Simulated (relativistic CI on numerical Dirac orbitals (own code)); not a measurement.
Ligand-field terms of d7

Computed with a parametric ligand-field model of a d^n configuration (Racah B and C, spin-orbit zeta, crystal field), exact diagonalisation.

Field parameters in Wybourne normalisation: D4h B²₀ = −7Ds, B⁴₀ = 21(Dq − Dt), B⁴₄ = 21√(5/14) Dq; Oh B⁴₀ = 21Dq, B⁴₄ = √(5/14) B⁴₀; Td as Oh with Dq negative (B⁴₀ = 21Dq, B⁴₄ = √(5/14) B⁴₀). The field is a parameter set, without covalency.

A d7 ion in Td symmetry has the ground term 4A2 and bands at 4T2 1450 cm⁻¹, 4T1 2577 cm⁻¹, 2E 11874 cm⁻¹ (842 nm), 2T1 12078 cm⁻¹ (828 nm), 2A1 12300 cm⁻¹ (813 nm), 4T1 12873 cm⁻¹ (777 nm). Which parameters reproduce them?

B = 740, C = 2630, ζ = 0 cm⁻¹, Td, 10Dq = -1450 cm⁻¹.

Ground term and bands for B = 520, C = 2320, ζ = 0 cm⁻¹, D4h, 10Dq = 14200, Ds = 3000, Dt = 870 cm⁻¹?

Ground term 2A1 with 1.03 electrons in the two orbitals of the cubic e set. Spin-allowed: 2E 4245 cm⁻¹ (2356 nm), 2B2 6675 cm⁻¹ (1498 nm), 2A2 12475 cm⁻¹ (802 nm), 2B1 14491 cm⁻¹ (690 nm). Lowest spin-forbidden: 4A2 3245 cm⁻¹ (3082 nm), 4E 5957 cm⁻¹ (1679 nm), 4B2 9176 cm⁻¹ (1090 nm).

Ground term and bands for B = 300, C = 1270, ζ = 0 cm⁻¹, D4h, 10Dq = 31100, Ds = 3000, Dt = 510 cm⁻¹?

Ground term 2A1 with 1.00 electrons in the two orbitals of the cubic e set. Spin-allowed: 2B1 14449 cm⁻¹ (692 nm), 2B2 22202 cm⁻¹ (450 nm), 2E 24116 cm⁻¹ (415 nm), 2A2 29960 cm⁻¹ (334 nm). Lowest spin-forbidden: 4A2 24894 cm⁻¹ (402 nm), 4E 31263 cm⁻¹ (320 nm), 4E 49688 cm⁻¹ (201 nm).

Ground term and bands for B = 370, C = 1810, ζ = 0 cm⁻¹, D4h, 10Dq = 35100, Ds = 160, Dt = 500 cm⁻¹?

Ground term 2A1 with 1.01 electrons in the two orbitals of the cubic e set. Spin-allowed: 2B1 3123 cm⁻¹ (3203 nm), 2E 30043 cm⁻¹ (333 nm), 2E 31753 cm⁻¹ (315 nm), 2A2 33541 cm⁻¹ (298 nm). Lowest spin-forbidden: 4E 24496 cm⁻¹ (408 nm), 4A2 26510 cm⁻¹ (377 nm), 4B2 53462 cm⁻¹ (187 nm).

Ground term and bands for B = 510, C = 2270, ζ = 0 cm⁻¹, Oh, 10Dq = 3250 cm⁻¹?

Ground term 4T1 with 2.11 electrons in the two orbitals of the cubic e set. Spin-allowed: 4T2 2773 cm⁻¹, 4A2 6023 cm⁻¹ (1660 nm), 4T1 9946 cm⁻¹ (1005 nm). Lowest spin-forbidden: 2E 7190 cm⁻¹ (1391 nm), 2T1 9542 cm⁻¹ (1048 nm), 2T2 9621 cm⁻¹ (1039 nm).
